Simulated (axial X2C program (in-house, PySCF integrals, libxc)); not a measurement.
## Low determinants of CrC at the PBE0 level, with spin–orbit coupling

Computed with an axial X2C code built on PySCF integrals. Two-component (2c) means X2C with spin–orbit coupling and atomic mean-field two-electron Coulomb and Gaunt terms. Basis: Cr dyall-cv3z [9s10p6d3f2g], C dyall-v3z [7s6p2d1f] (cores contracted in-house); Gaussian nuclei, density fitting, unrestricted open shells. Masses: Cr 51.941 u, C 12.000 u.

Search at 1.683 Å (vertical energies from the lowest determinant):

```csv
ΔE (eV),state,electrons beyond evenly filled partner blocks,"electrons in ±ω = 1/2, 3/2, 5/2, 7/2"
0.00,Ω = 1,"ω = -3/2, ω = 5/2",22 7 1 0
0.14,Ω = 2,"2 × ω = 1/2, ω = -3/2, ω = 5/2",22 7 1 0
0.65,Ω = 3,"ω = 1/2, ω = 5/2",23 6 1 0
0.87,Ω = 1,"ω = -1/2, ω = 3/2",23 7 0 0
1.12,Ω = 0,"ω = 1/2, 2 × ω = -3/2, ω = 5/2",23 6 1 0
1.41,Ω = 2,"ω = 1/2, ω = 3/2",23 7 0 0
1.64,Ω = 2,"ω = -1/2, ω = 5/2",23 6 1 0
```

Lowest determinant, Ω = 1 (⟨Sz⟩ = 1.00, ⟨Lz⟩ = 0.00 at PBE0): Re = 1.680 Å, ωe = 537.7 cm⁻¹.

The determinant in row 2 of the search, Ω = 2 (⟨Sz⟩ = 2.00, ⟨Lz⟩ = 0.00 at PBE0), was followed along the bond at PBE0; measured from the minimum of the lowest determinant it gives:

Te = 0.134 eV (1078 cm⁻¹), Re = 1.720 Å, ωe = 598.2 cm⁻¹.

(1) Compare the bond of the determinant in row 2 with that of the lowest one.

The search compares states at one distance, so a state with another bond length can lie lower; it is not exhaustive and yields mostly the lowest determinant of each block pattern, so other components and higher states of one pattern are missing. These are energies of single determinants, not of spin-adapted states; PBE0 term energies can be off by some tenths of an eV, and the functional has no current term. Open-shell Ω = 0 determinants with evenly filled partner blocks cannot be reached by this program, so the Ω shown need not be the lowest component. The lowest determinant need not be the ground state where others lie within half an eV.

Results:

(1) At PBE0 its Re is 0.040 Å longer and its force constant, which goes as ωe², is 1.24 times that of the lowest determinant. T0 ≈ Te + Δωe/2 = 1078 + (30) = 1108 cm⁻¹.
